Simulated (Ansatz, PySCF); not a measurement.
System: InH$_{2}$ (charge +1, singlet). 
Coordinates optimised at B3LYP-D3(BJ)/def2-TZVP (Ansatz, a first-principles code):
```
In
H 1 1.6703
H 1 1.6703 2 180.00
```
Charge +1, spin multiplicity 1.

Total electronic energies in hartree. Correlated levels leave the core frozen unless marked. No spin-orbit coupling. Frozen are the shells of the preceding noble gas and the d and f shells that filled before the atom's block. Past Kr the def2 sets carry scalar-relativistic core potentials. STO-3G rows are all-electron and non-relativistic. Basis-set limits of correlation are two-point, X^-3; Hartree-Fock from the larger set. [CCSD(T)-MP2]/basis is that difference in the basis named.

```tsv
level	program	energy (Eh)
HF/def2-TZVPD	PySCF	-190.09806
HF-D4/def2-TZVPD	PySCF + dftd4	-190.10014
SVWN5/def2-TZVPD	Ansatz	-190.68701
BLYP-D3(BJ)/def2-TZVPD	Ansatz + dftd3	-190.98879
revPBE-D3(BJ)/def2-TZVPD	Ansatz + dftd3	?
B97M-V/def2-TZVPD	Ansatz	?
PBE0-D3(BJ)/def2-TZVPD	Ansatz + dftd3	-191.02764
PBE0-D4/def2-TZVPD	Ansatz + dftd4	-191.02734
TPSSh-D4/def2-TZVPD	PySCF + dftd4	-190.96570
r2SCAN0/def2-TZVPD	Ansatz	-191.06226
PW6B95-D4/def2-TZVPD	PySCF + dftd4	-191.14429
HSE06-D4/def2-TZVPD	Ansatz + dftd4	-191.02594
B2PLYP-D4/def2-TZVPD	Ansatz + dftd4	-190.74380
MP2/def2-SVPD	Ansatz	-190.13808
MP2/def2-TZVPP	Ansatz	-190.15349
RI-MP2/def2-TZVPPD	Ansatz	-190.15381
RI-MP2/def2-QZVPPD	Ansatz	-190.15822
CCSD(T)/STO-3G	Ansatz	-5683.89303
CCSD(T)/def2-SVPD	Ansatz	-190.15493
CCSD(T)/def2-TZVPPD	Ansatz	-190.16994
RI-MP2/CBS(def2-TZVPPD,def2-QZVPPD)+[CCSD(T)-MP2]/def2-SVPD	Ansatz	-190.1773
RI-MP2/CBS(def2-TZVPP,def2-QZVPP)+[CCSD(T)-MP2]/def2-TZVPP	Ansatz	-190.1766
CCSD(T)/CBS(def2-TZVPPD,def2-QZVPPD)	Ansatz	-190.1749
```

Problem. Complete the blanks.

Solution. 
- revPBE-D3(BJ)/def2-TZVPD, energy (Eh): -191.08843
- B97M-V/def2-TZVPD, energy (Eh): -191.03349
